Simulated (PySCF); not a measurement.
Calculation: CAM-B3LYP-D3(BJ)/def2-TZVP in PySCF. Isolated molecules, 0 K electronic values unless said otherwise. One relaxed conformer stands for a flexible species; it need not be the lowest. Delta-SCF ions had no search for a lower state. Excitations are Tamm–Dancoff values on a coarser integration grid. The basis has no diffuse functions, so Rydberg states are missing or too high.

Reference species (SMILES): `[OH][Al]([OH])[OH]` (neutral, multiplicity 1).

```
Quantity                                  Result
--------------------------------------  --------
S1 excitation (TDA)                      7.19 eV
vertical ionisation energy (Delta-SCF)  11.74 eV
S1–T1 gap (TDA)                          0.38 eV
```

Changed species: `[OH][AlH2]` (2 of 3 OH replaced by H; the reference has 0 of 3 OH replaced by H).

What does the change do to the S1 excitation (TDA), vertical ionisation energy (Delta-SCF) and S1–T1 gap (TDA)?

the S1 excitation (TDA) drops by 1.20 eV, to 5.99 eV; the vertical ionisation energy (Delta-SCF) decreases by 0.67 eV, to 11.07 eV; the S1–T1 gap (TDA) increases by 0.12 eV, to 0.50 eV.
